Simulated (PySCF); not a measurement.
Choosing a molecule for a target property.

Species are written as SMILES; each is one conformer at its optimised geometry, gas phase, non-relativistic unless stated; the electronic structure was computed with PySCF and density fitting.

The conformers computed, where there is a choice (atom-mapped SMILES and torsion angles):
- `[CH3:1][C@@H:2]1[CH2:3][CH2:4][Si@@H:5]1[NH2:6]`: H–N6–Si5–C4 90°, H–N6–Si5–C4 -50°
- `[CH2:1]=[C:2]([CH3:3])[PH:4][CH:5]1[CH2:6][CH2:7]1`: C1–C2–P4–C5 114°, C2–P4–C5–C6 -60°
- `[CH:1]#[C:2][CH2:3][PH:4][CH:5]([CH3:6])[CH3:7]`: C2–C3–P4–C5 84°, C3–P4–C5–C6 159°
- `[CH3:1][SiH:2]([CH3:3])/[CH:4]=[CH:5]\[CH:6]=[O:7]`: C1–Si2–C4–C5 175°, C4–C5–C6–O7 1°
- `[CH2:1]=[CH:2][c:3]1[cH:4][c:5]([Cl:6])[n:7]([SiH3:8])[n:9]1`: C1–C2–C3–C4 1°
- `[CH3:1][C:2]1=[CH:3][P:4]1[CH:5]([CH3:6])[CH3:7]`: C3–P4–C5–C6 79°
- `[CH2:1]=[CH:2][Si@@H:3]([Cl:4])[n:5]1[cH:6][cH:7][cH:8][n:9]1`: C1–C2–Si3–Cl4 29°, C2–Si3–N5–C6 -144°
- `[CH3:1][CH2:2][C:3]1=[CH:4][P:5]1[CH2:6][CH3:7]`: C1–C2–C3–C4 0°, C4–P5–C6–C7 -55°

Problem. Wanted: lowest triplet excitation (Tamm–Dancoff) below 5 eV (TDA CAM-B3LYP/def2-SVPD) and smallest rotational constant below 0.8 GHz (GFN2-xTB), at GFN2-xTB geometries. Which candidate meets both?
A. `C=Cc1cc(Cl)n([SiH3])n1`
B. `C=C(C)PC1CC1`
C. `C#CCPC(C)C`
D. `C[C@@H]1CC[Si@@H]1N`
E. `C[SiH](C)/C=C\C=O`

Solution. A. Computed values:
```csv
species,lowest triplet excitation (Tamm–Dancoff),smallest rotational constant
C[SiH](C)/C=C\C=O,3.24 eV,1.267 GHz
C=Cc1cc(Cl)n([SiH3])n1,3.57 eV,0.571 GHz
C=C(C)PC1CC1,4.22 eV,1.341 GHz
C#CCPC(C)C,5.39 eV,1.077 GHz
C[C@@H]1CC[Si@@H]1N,5.94 eV,1.836 GHz
```

Problem. Wanted: HOMO energy above -7.6 eV (CAM-B3LYP/def2-SVPD) and HOMO–LUMO gap below 9.2 eV (CAM-B3LYP/def2-SVPD), at GFN2-xTB geometries. Which candidate meets both?
A. `c1c(Cl)n([SiH3])nc1C=C`
B. `C[C@@H]1CC[Si@@H]1N`
C. `C=C(C)PC1CC1`
D. `CC1=CP1C(C)C`
E. `C[SiH](C)/C=C\C=O`

Solution. D. Computed values:
| species | HOMO energy | HOMO–LUMO gap |
| --- | --- | --- |
| C[SiH](C)/C=C\C=O | -9.01 eV | 7.83 eV |
| C[C@@H]1CC[Si@@H]1N | -8.25 eV | 9.38 eV |
| c1c(Cl)n([SiH3])nc1C=C | -8.03 eV | 8.40 eV |
| C=C(C)PC1CC1 | -7.84 eV | 8.97 eV |
| CC1=CP1C(C)C | -7.44 eV | 8.59 eV |

Problem. Wanted: electronic spatial extent ⟨r²⟩ about the centre of nuclear charge between 1010 bohr² and 1500 bohr² (CAM-B3LYP/def2-SVPD) and dipole moment below 1.5 D (CAM-B3LYP/def2-SVPD), at GFN2-xTB geometries. Which candidate meets both?
A. `CCC1=CP1CC`
B. `C[C@@H]1CC[Si@@H]1N`
C. `C1C(C1)PC(C)=C`
D. `C=C[Si@@H](Cl)n1cccn1`
E. `C[SiH](C)/C=C\C=O`
F. `CC1=CP1C(C)C`

Solution. C. Computed values:
```
              species  electronic spatial extent ⟨r²⟩ about the centre of nuclear charge  dipole moment
  C[C@@H]1CC[Si@@H]1N                                                          768 bohr²         1.02 D
         CC1=CP1C(C)C                                                          998 bohr²         1.67 D
    C[SiH](C)/C=C\C=O                                                         1025 bohr²         2.46 D
       C1C(C1)PC(C)=C                                                         1050 bohr²         1.33 D
           CCC1=CP1CC                                                         1219 bohr²         1.83 D
C=C[Si@@H](Cl)n1cccn1                                                         1735 bohr²         0.55 D
```

Problem. Wanted: static isotropic polarisability below 83 au (CAM-B3LYP/def2-SVPD) and lowest singlet excitation above 5.85 eV (TDDFT CAM-B3LYP/def2-SVPD), at GFN2-xTB geometries. Which candidate meets both?
A. `C(PC1CC1)(C)=C`
B. `C[SiH](C)/C=C\C=O`
C. `C[C@@H]1CC[Si@@H]1N`
D. `n1([SiH3])nc(C=C)cc1Cl`
E. `C[C@@H]1OC=C[Si@H]1C`

Solution. C. Computed values:
| species | static isotropic polarisability | lowest singlet excitation |
| --- | --- | --- |
| C[C@@H]1CC[Si@@H]1N | 79.0 au | 6.26 eV |
| C[C@@H]1OC=C[Si@H]1C | 86.3 au | 6.11 eV |
| C[SiH](C)/C=C\C=O | 88.7 au | 3.71 eV |
| C(PC1CC1)(C)=C | 94.8 au | 5.90 eV |
| n1([SiH3])nc(C=C)cc1Cl | 114.1 au | 5.79 eV |
